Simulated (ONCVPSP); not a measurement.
What one change does to a pseudopotential (Zn (Z = 30), ONCV)

| Quantity | Value |
| --- | --- |
| Element | Zn |
| Generator | ONCVPSP 4.0.1 |
| Type | optimised norm-conserving Vanderbilt (ONCV) |
| Functional | PBE |
| Relativity | scalar-relativistic |
| Frozen core | [Ar] |
| Valence charge | 12 |
| Reference configuration | 3d10 4s1.5 4p0.5 |
| Partial waves | 4s: rc 1.65 bohr, ncon 4, nbas 8, qcut 3.3 1/bohr, 2 projectors, debl 2.4 Ha; 4p: rc 3.30 bohr, ncon 4, nbas 8, qcut 2.1 1/bohr, 3 projectors, debl 0.8 Ha; 3d: rc 1.55 bohr, ncon 4, nbas 8, qcut 8.1 1/bohr, 1 projector |
| Local potential | polynomial inside 1.50 bohr (lpopt 3, dvloc0 0 Ha) |
| Core correction | Teter function, fcfact 4.5, rcfact 1.65 |

All-electron outer shells of the reference configuration (PBE, scalar-relativistic, ld1.x):

| shell | level (eV) | outermost node (bohr) | outermost maximum (bohr) |
| --- | --- | --- | --- |
| 3s | -130.43 | 0.28 | 0.59 |
| 3p | -84.60 | 0.25 | 0.59 |
| 3d | -11.31 | – | 0.57 |
| 4s | -6.75 | 0.85 | 2.06 |
| 4p | -1.66 | 0.92 | 2.96 |

Change: d: qcut 8.

Cutoffs: the cutoffs (Ha) at which the residual kinetic energy of the hardest occupied pseudo-wave falls to 1 and 0.1 mHa per electron; they do not see the model core or the augmentation charge, which bear on the density cutoff. Errors are all-electron minus pseudo energies relative to the spin-unpolarised reference configuration.

Predict the effect on cutoff, ghosts and configuration errors.

The potential gets harder (44 Ha and 98 Ha → 55 Ha and 99 Ha); the errors of the 3 common tests hardly move; neither file shows a bound ghost.

| quantity | base | changed |
| --- | --- | --- |
| cutoff, loose | 44 Ha | 55 Ha |
| cutoff, tight | 98 Ha | 99 Ha |
| loose cutoff by channel | s 6.3 Ha, p 1.6 Ha, d 44 Ha | s 6.3 Ha, p 1.6 Ha, d 55 Ha |
| bound ghosts | none | none |
| GHOST(+) flags under 300 eV | s at 114.4 eV | s at 114.4 eV |
| tests with a reliable result | 3 of 4 | 3 of 4 |
| error for 3d10 4s2 4p0, meV [ΔE -2.49 eV] | +0.8 | +0.8 |
| error for 3d10 4s1 4p0, meV [ΔE 7.40 eV] | -1.2 | -1.3 |
| error for 3d10 4s1 4p1, meV [ΔE 2.60 eV] | +0.4 | +0.4 |
| s: phases at 1.67 bohr within 0.05 rad from the reference energy up to (Ha; the scan ends near 5) | 3.7 | 3.7 |
| p: phases at 3.34 bohr within 0.05 rad from the reference energy up to (Ha; the scan ends near 5) | 3.5 | 3.5 |
| d: phases at 1.57 bohr within 0.05 rad from the reference energy up to (Ha; the scan ends near 5) | 0.5 | 0.4 |
| rms error of d²Exc/dni dnj with the model core, mHa | 0.76 | 0.78 |
